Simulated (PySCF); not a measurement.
KF, SMILES [F][K]. Geometry optimised at PBE0-D3(BJ)/def2-TZVPD.

Computed equilibrium geometry at PBE0-D3(BJ)/def2-TZVPD (PySCF confirms it by a frequency run) as a Z-matrix, and its point group:
point group C∞v.
```
K
F 1 2.2015
```
Charge 0, spin multiplicity 1.
